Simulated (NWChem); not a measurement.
# Total energies of F$_{2}$Zn

SMILES: [F][Zn][F]
```xyz
3

Zn     0.0000     0.0000     0.0000
F      0.0000     0.0000     1.7300
F      0.0000     0.0000    -1.7300
```
Charge 0, spin multiplicity 1.

Program: NWChem. All single points use one geometry, from PBE0/def2-SVP, a minimum by its harmonic frequencies.

Basis set: def2-TZVP (110 functions).

```csv
method,total energy (Ha),relative cost
RHF,-1976.82820,1
MP2,-1977.75458,3
B2PLYP,-1978.82735,3
PBE,-1978.77658,under 3
B3LYP,-1979.28075,under 3
CAM-B3LYP,-1979.30210,10
```

Total energies of different functionals aren't comparable as a measure of quality: only differences taken within one method are. Costs are rough ratios of processor time within this set of runs, SCF included, with RHF as 1.

The correlated methods keep 11 core orbitals frozen. B3LYP has NWChem's definition, with VWN1-RPA local correlation. GW and range-separated runs recompute their integrals, the others keep them in memory, which bears on the times. The structure started from a generated list of species.
